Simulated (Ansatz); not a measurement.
The cluster Mg₃Zn⁺. Total charge 1; doublet. Geometry PBE/def2-TZVP.

Cartesian coordinates in Å:
```
Mg -1.2643 0.3384 1.0266
Mg -1.6002 -0.9150 -1.8362
Mg 1.7654 0.7335 1.7650
Zn 1.0992 -0.1568 -0.9555
```

The 6-31G sets use Cartesian d functions. LC-ωPBE has ω = 0.4 bohr⁻¹. B3LYP takes the VWN-RPA correlation. At LC-ωPBE/def2-TZVP the charge 1 doublet is spin-contaminated (final ⟨S²⟩ up to 0.89, 0.75 for a pure state). The structure comes from a short search, and lower isomers may exist.

Estimate the α-spin orbital energies around the gap (eV) in Ansatz with PBE/def2-SVP, r2SCAN/def2-TZVP, B3LYP/6-31G, PBE0/def2-SVP, LC-ωPBE/def2-TZVP.


| orbital | PBE/def2-SVP | r2SCAN/def2-TZVP | B3LYP/6-31G | PBE0/def2-SVP | LC-ωPBE/def2-TZVP |
| --- | --- | --- | --- | --- | --- |
| HOMO−13 | -51.86 | -52.95 | -55.03 | -55.93 | -57.39 |
| HOMO−12 | -51.86 | -52.95 | -55.03 | -55.93 | -57.39 |
| HOMO−11 | -51.72 | -52.82 | -54.83 | -55.74 | -57.22 |
| HOMO−10 | -51.70 | -52.79 | -54.83 | -55.73 | -57.20 |
| HOMO−9 | -51.66 | -52.75 | -54.81 | -55.69 | -57.15 |
| HOMO−8 | -14.59 | -15.39 | -15.25 | -17.47 | -20.34 |
| HOMO−7 | -14.56 | -15.37 | -15.25 | -17.46 | -20.32 |
| HOMO−6 | -14.52 | -15.37 | -15.22 | -17.45 | -20.31 |
| HOMO−5 | -14.52 | -15.37 | -15.19 | -17.44 | -20.31 |
| HOMO−4 | -14.51 | -15.36 | -15.18 | -17.43 | -20.29 |
| HOMO−3 | -11.77 | -12.06 | -12.58 | -12.80 | -15.68 |
| HOMO−2 | -9.61 | -9.76 | -10.27 | -10.40 | -12.62 |
| HOMO−1 | -9.01 | -9.15 | -9.50 | -9.59 | -11.55 |
| HOMO | -7.89 | -8.10 | -8.34 | -8.42 | -10.23 |
| LUMO | -6.67 | -6.60 | -6.10 | -6.05 | -4.35 |
| LUMO+1 | -6.44 | -6.35 | -5.90 | -5.87 | -4.25 |
| LUMO+2 | -6.09 | -6.06 | -5.55 | -5.54 | -4.02 |
| LUMO+3 | -6.04 | -5.99 | -5.55 | -5.48 | -3.88 |
| LUMO+4 | -5.32 | -5.17 | -4.73 | -4.69 | -2.93 |
| LUMO+5 | -4.53 | -4.44 | -4.04 | -3.85 | -2.21 |
| β HOMO | -8.95 | -9.07 | -9.40 | -9.51 | -11.40 |
| β LUMO | -7.16 | -6.62 | -6.87 | -6.51 | -4.77 |
